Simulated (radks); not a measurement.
Species: Zn. Configuration: [Ar] 3d9.5 4s2 5s0.5 (fractional occupations, a model configuration). Calculated with a radial shooting solver on a logarithmic mesh with Libxc functionals: Dirac Kohn-Sham, LDA (Slater exchange, Perdew-Wang correlation), spin-unpolarised, spherical densities, point nucleus; open shells fill j = l - 1/2 first. Some entries of the table are withheld. Estimate them.

orbital  occ.  eigenvalue (eV)  <1/r> (bohr^-1)  <r> (bohr)
1s1/2       2        -9511.028            30.18     0.05038
2s1/2       2        -1162.441            6.608      0.2264
2p1/2       2        -1025.716            6.573      0.1961
2p3/2       4        -1001.900            6.416      0.1995
3s1/2       2        -134.9098            2.099      0.6807
3p1/2       2         -91.5714            1.970      0.7040
3p3/2       4         -88.4724            1.932      0.7149
3d3/2       4         -16.5131            1.552      0.8710
3d5/2     5.5         -16.1400            1.541      0.8781
4s1/2       2          -9.2188              (1)       2.437
4p1/2       0              (2)              (3)         (4)
4p3/2       0              (5)              (6)         (7)
5s1/2     0.5          -1.1147           0.1425         (8)
4d3/2       0          -0.1746              (9)       12.85
4d5/2       0          -0.1743             (10)       12.86
6s1/2       0          -0.0781          0.06307       21.49

Answer. 
(1) 4s1/2 <1/r> (bohr^-1): 0.5363
(2) 4p1/2 eigenvalue (eV): -3.3623
(3) 4p1/2 <1/r> (bohr^-1): 0.3800
(4) 4p1/2 <r> (bohr): 3.452
(5) 4p3/2 eigenvalue (eV): -3.2573
(6) 4p3/2 <1/r> (bohr^-1): 0.3728
(7) 4p3/2 <r> (bohr): 3.517
(8) 5s1/2 <r> (bohr): 8.775
(9) 4d3/2 <1/r> (bohr^-1): 0.09288
(10) 4d5/2 <1/r> (bohr^-1): 0.09282
